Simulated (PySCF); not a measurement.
Core-level binding energies of `N[SiH]1[SiH2][SiH2][SiH2][SiH2]1`

Compound: H11NSi5.
Bonds: N1–Si2, Si2–Si3, Si3–Si4, Si4–Si5, Si5–Si6, Si2–Si6. Hydrogens: H7, H8 on N1; H9 on Si2; H10, H11 on Si3; H12, H13 on Si4; H14, H15 on Si5; H16, H17 on Si6.

Computed with PySCF, delta-SCF UKS SCAN, pcX-2 on the ionised atom, pcseg-1 elsewhere, spin-free X2C. Binding energies are ΔSCF values: E(core-ionised, relaxed orbitals) − E(ground state) at a fixed geometry, referred to the vacuum level.

What binding energy does each computed site have?

```
atom(s)             environment     level  binding energy (eV)  2p1/2 (eV)  above the level's lowest (eV)  count
     N1  silicon-bound nitrogen      N 1s               404.54           –                           0.00      1
    Si2             SiH silicon  Si 2p3/2               106.18      106.80                          +0.33      1
    Si2             SiH silicon     Si 1s              1845.96           –                          +0.44      1
Si3/Si6            SiH2 silicon  Si 2p3/2               105.88      106.50                          +0.03      2
Si3/Si6            SiH2 silicon     Si 1s              1845.54           –                          +0.02      2
Si4/Si5            SiH2 silicon  Si 2p3/2               105.85      106.47                           0.00      2
Si4/Si5            SiH2 silicon     Si 1s              1845.52           –                           0.00      2
```

Lowest listed Si 1s: Si4/Si5, bonded to 2 H and 2 Si. Highest, 0.44 eV above it: Si2, bonded to N, H and 2 Si. The widest gap between neighbouring values is 0.42 eV, between 1845.54 and 1845.96 eV. Summing the Pauling electronegativity differences to the bonded atoms, each weighted by its formal bond order, gives +0.60 for the lowest site and +1.44 for the highest; no listed site has a larger sum than the highest. The values 1845.52 and 1845.54 eV lie too close for their order to be trusted.

Lowest listed Si 2p3/2: Si4/Si5, bonded to 2 H and 2 Si. Highest, 0.33 eV above it: Si2, bonded to N, H and 2 Si. The widest gap between neighbouring values is 0.30 eV, between 105.88 and 106.18 eV. Summing the Pauling electronegativity differences to the bonded atoms, each weighted by its formal bond order, gives +0.60 for the lowest site and +1.44 for the highest; no listed site has a larger sum than the highest. The values 105.85 and 105.88 eV lie too close for their order to be trusted.

What is the longest wavelength that can ionise Si 2p3/2 of Si2 vertically?

λ = hc/E = 12398.42 eV Å / 106.18 eV = 116.768 Å.

Which effective nuclear charge Zeff reproduces each element's mean 1s value in the hydrogen-like formula E = 13.606 eV × Zeff²?

N (Z = 7): mean 404.5 eV, Zeff = 5.45, Z − Zeff = 1.55; Si (Z = 14): mean 1845.6 eV, Zeff = 11.65, Z − Zeff = 2.35. Means run over the listed sites, weighted by atom count.

Atoms equivalent by their bonding share one computed value, that of the first of them. Spin–orbit and ligand-field terms were added within each 2p shell after the spin-free SCF. 2p1/2 minus 2p3/2 (ligand field included): Si 0.62 eV. One conformer (not necessarily the lowest) at the PBE0-D3(BJ)/def2-SVP geometry, without solvent, vibrations or thermal averaging.
